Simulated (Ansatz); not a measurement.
Input for Ansatz (an electronic-structure program):
Ansatz 0.2 input:
```yaml
crystal:
  periodic: [false, false, false]
  atoms:
    - {symbol: Cl, position_ang: [-0.00000000, -0.00000000, -1.39352932]}
    - {symbol: Br, position_ang: [0.00000000, 0.00000000, 0.67685710]}
basis:
  gaussian:
    orbitals: STO-3G
hamiltonian:
  xc: {name: B97M-V}
total_charge: 1
magnetization: {spin_polarized: true, initial_magnetization: 1}
```

Task: What does this run give for the <S^2>, number of basis functions, total energy?

Result: 
```
Item                                Value
-------------------------  --------------
<S^2>                               0.750
number of basis functions              27
total energy               -81649.6838 eV
```
